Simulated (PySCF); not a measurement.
Q: Write Cartesian coordinates for GeH2Me(NHiPr) (`[CH3][GeH2][NH]C(C)C`) as optimised with PBE0-D3(BJ)/def2-SVP.

A: 
```
atom  x, y, z in Å
Ge1    0.378    1.477   -0.008
H2     0.849    1.437    1.473
H3     1.635    1.588   -0.894
C4    -0.802    3.003   -0.285
H5    -0.259    3.941   -0.102
H6    -1.660    2.963    0.402
H7    -1.175    3.009   -1.319
N8    -0.593   -0.001   -0.522
C9    -0.193   -1.376   -0.267
C10   -0.458   -1.827    1.169
C11    1.264   -1.587   -0.651
H12   -1.589    0.131   -0.366
H13   -0.799   -2.019   -0.934
H14    0.140   -1.234    1.881
H15   -0.205   -2.890    1.313
H16   -1.520   -1.696    1.432
H17    1.937   -1.015    0.010
H18    1.542   -2.647   -0.561
H19    1.446   -1.263   -1.686
```

Any rigid rotation of these coordinates is as good. Atoms count from 1 in this order. N8 (nitrogen bonded to C, Ge and H) is pyramidal (angles 124.4°, 111.6° and 111.4°, sum 347.4°, 0.28 Å off the plane of its three neighbours). Ge1 (germanium bonded to C, N and 2 H) is distorted tetrahedral (angles from 105.7° to 113.9°).

Bonds between heavy atoms (Å): Ge1–C4 1.948, Ge1–N8 1.842, N8–C9 1.454, C9–C10 1.529, C9–C11 1.521.

The calculation used PBE0-D3(BJ)/def2-SVP geometry optimisation, gas phase (PySCF).

Point group: C1 (no symmetry element, even within 0.4 Å). Stationary, but not proved a minimum. The numbers are those of one conformer (C4–Ge1–N8–C9 -169°, Ge1–N8–C9–C10 78°).

The run took 4.2 min on one thread of an Intel Xeon at 2.50 GHz, no GPU, shared host with 64 logical CPUs at a one-minute load of 63, and the process peaked at 0.69 GiB of memory. These figures are those of the optimisation.
